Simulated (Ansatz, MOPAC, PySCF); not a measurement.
Donor–acceptor adduct: AlH3 (SMILES [AlH3]) (first 4 atoms) with H2O (SMILES O); geometry from B3LYP-D3(BJ)/def2-TZVP, rigid monomers moved along the line of their centres of mass till Al1···O5 is 2.35 Å.
(charge 0, multiplicity 1):
```xyz
7

Al    -0.02131     0.21827     0.32569
H      0.60330    -0.93481    -0.56573
H     -1.60833     0.38573     0.33738
H      0.86874     1.50996     0.61919
O      0.12837    -0.65633     2.50266
H     -0.73668    -0.75793     2.92027
H      0.67647    -0.11171     3.08232
```

Counterpoise-corrected where a basis set is named; no monomer relaxation. Rows marked so take none.

Frozen-core correlation. CBS(a, b) extrapolates the correlation energy as X⁻³ and adds the Hartree–Fock energy of set b. Rows in 6-31G* carry no dispersion term and start afresh at each structure (6-31G* with six Cartesian d functions). The state that AM1 reach isn't checked.

Programs: Ansatz (Gaussian basis) for Hartree–Fock, density functionals and correlated methods; MOPAC for AM1 (differences of heats of formation); PySCF for 6-31G* rows, the dispersion terms. 

```csv
level,interaction energy (meV)
AM1,-688.8
HF/aug-cc-pV(D+d)Z,-749.6
r2SCAN/def2-TZVPPD,…
B3LYP/6-31G* (no counterpoise),…
B3LYP-D3(BJ)/def2-TZVPPD,-816.8
CCSD/aug-cc-pV(D+d)Z,-779.3
CCSD(T)/aug-cc-pV(D+d)Z,-788.9
CCSD(T)/aug-cc-pV(T+d)Z,-824.8
"CCSD(T)/CBS(aug-cc-pV(D+d)Z, aug-cc-pV(T+d)Z)",-835.8
```

Problem. Complete the blanks.

Solution. 
- r2SCAN/def2-TZVPPD, interaction energy (meV): -879.6
- B3LYP/6-31G* (no counterpoise), interaction energy (meV): -1013.8

Ansatz is a program for electronic structure.
